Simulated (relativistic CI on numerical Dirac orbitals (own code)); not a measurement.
## Ru⁴⁺: L2,3 absorption edge

Computed with this model: Dirac-Coulomb-Breit CI, separate exchange-only KLI orbitals for each configuration, a model potential for QED, valence Slater integrals scaled by 0.8, multiplet model of core-to-valence dipole absorption; configurations [Kr] 4d4 → [He] 2s2 2p5 3s2 3p6 3d10 4s2 4p6 4d5; 300 K; Lorentzian 2.4 eV and Gaussian 0.5 eV FWHM. Energies are those of the free ion, without screening or charge transfer. The branching ratio is the share of the lower-energy edge in the whole absorption, uncertain by about 0.02 where the edges overlap. S is read from ⟨S²⟩ = S(S + 1).

Field parameters in Wybourne normalisation: Td as Oh with Dq negative (B⁴₀ = 21Dq, B⁴₄ = √(5/14) B⁴₀). The field is a parameter set, without covalency.

Case Td, 10Dq = -11350 cm⁻¹, the dichroism is that of the ground state at zero temperature, magnetised by exchange field 10 meV on Sz. The dichroism I(Δm = −1) − I(Δm = +1), over the sum of the three polarisations, integrates to 0.0140 on the lower edge and 0.0076 on the upper edge. The branching ratio is 0.809.

Problem. Use the orbital sum rule with 6 holes to get ⟨Lz⟩.

Solution. For a p → d edge ⟨Lz⟩ = 2 × n_h × (sum of both integrals) in this sign convention = 0.26; the ground state itself has ⟨Lz⟩ = 0.26 and ⟨Sz⟩ = -0.48. The rule assumes one radial integral for both edges, which relativistic orbitals only approach.
